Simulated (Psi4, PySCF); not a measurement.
HFPbS, singlet, geometry from GFN2-xTB (such geometries of metal compounds can be far from the true shape) (core potentials on Pb), atoms displaced at random by about 0.03 Å a coordinate. Base run: B3LYP/def2-SVP, gradient run with PySCF.

Here is a job for PySCF.
```python
from pyscf import gto, scf, dft

mol = gto.M(
    atom='''
Pb    0.192132   -0.170220    0.374571
F     0.286557   -1.723661   -1.015460
S    -0.919117    1.610559   -1.123171
H    -1.001927    2.507964   -0.225104
''',
    basis='def2-svp',
    ecp={'Pb': 'def2-svp'},
    charge=0,
    spin=0,
    verbose=4,
)

mf = dft.RKS(mol)
mf.xc = 'b3lyp'
mf.kernel()
g = mf.nuc_grad_method()
grad = g.kernel()
```

Programs used: Psi4, PySCF; a row that names a program was run with it.

The coordinate followed is y of atom 2.

The base run was repeated with changes; each row names its change, and settings that it needs were set with it.

```csv
change,dE/dx (Eh/bohr),net force (Eh/bohr)
base,-0.005741,0.000180
grids.level = 5; grid_response = off,-0.005725,0.000031
finite difference step (bohr) = 0.01; conv_tol = 1e-11,-0.005796,-
grids.level = 0; grid_response = off,___,0.010509
conv_tol = 1e-11,-0.005741,0.000180
conv_tol = 1e-4,-0.006110,0.000179
finite difference step (bohr) = 1e-4; conv_tol = 1e-11,-0.005798,-
grids.level = 1; grid_response = on,-0.006038,0.000000
code = psi4,-0.005699,0.000288
density fitting = on,-0.005739,0.000180
conv_tol = 1e-6,-0.005738,0.000180
finite difference step (bohr) = 1e-3; conv_tol = 1e-11,-0.005798,-
```

**Question.** Some entries are withheld; supply them.

**Answer.** 
- grids.level = 0; grid_response = off, dE/dx (Eh/bohr): -0.010701

The net force is zero for an exact gradient.
